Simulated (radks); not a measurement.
The numbers below are computed, except where a source is named.
Task: In23+, 26 electrons, occupied as [Ar] 3d7 4f1 (not the ground configuration). Level of theory: Dirac Kohn-Sham, PBE, spin-unpolarised, spherical densities, point nucleus; open shells fill j = l - 1/2 first (a radial shooting solver on a logarithmic mesh with Libxc functionals).

Spin-orbit splittings of the eigenvalues, e(l+1/2) - e(l-1/2), with zeta = 2 splitting/(2l+1) and mean radii in bohr:

| shell | occ. | splitting (eV) | zeta (eV) | <r> j=l-1/2 | <r> j=l+1/2 |
|---|---|---|---|---|---|
| 2p | 6 | 212.2 | 141.5 | 0.1081 | 0.1133 |
| 3p | 6 | 42.31 | 28.21 | 0.3243 | 0.3339 |
| 3d | 7 | ? | ? | 0.3000 | 0.3030 |
| 4f | 1 | 0.6047 | 0.1728 | 0.6800 | 0.6815 |

Estimate the 3d splitting.

Result: 9.127 eV (zeta = 3.651 eV).
